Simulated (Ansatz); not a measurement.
Ansatz (a quantum-chemistry and plane-wave program) input:

Ansatz 0.2 input:
```yaml
crystal:
  periodic: [false, false, false]
  atoms:
    - {symbol: O, position_ang: [-0.00000000, -0.00000000, -0.11564266]}
    - {symbol: H, position_ang: [0.00000000, 0.00000000, 0.92514126]}
basis:
  gaussian:
    orbitals: def2-TZVP
hamiltonian:
  xc: {name: r2SCAN}
total_charge: 1
magnetization: {spin_polarized: true, initial_magnetization: 2}
relax: {f_tol: 0.003, max_steps: 100}
```

### Question
What final total energy does it print?

### Answer
-75.25118 Eh (r2SCAN/def2-TZVP). The basis has 37 functions.
